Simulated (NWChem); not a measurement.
GeH2F2; SMILES [F][GeH2][F]

```xyz
5

Ge     0.0000     0.0000    -0.2986
F     -1.3721     0.0000     0.7531
F      1.3721     0.0000     0.7531
H      0.0000     1.3186    -1.0725
H      0.0000    -1.3186    -1.0725
```
Atoms are numbered in this order, from 1.

All runs: NWChem. Pople sets run with spherical d functions. Structure relaxed at the PBE0/def2-SVP level. Vzz is the largest principal value of the second derivative of the potential at the nucleus (NWChem prints the opposite sign); η is the asymmetry. Non-relativistic.

| level | Vzz Ge1 (a.u.) | η Ge1 | relative time |
|---|---|---|---|
| CAM-B3LYP/6-31G* | -1.562 | 0.64 | 2 |
| CAM-B3LYP/cc-pVTZ | -1.787 | 0.57 | 30 |
| PBE0/6-31G* | -1.548 | 0.64 | 1 |
| PBE0/cc-pVTZ | -1.706 | 0.57 | 20 |

Relative times are rough (shared machine, one core).
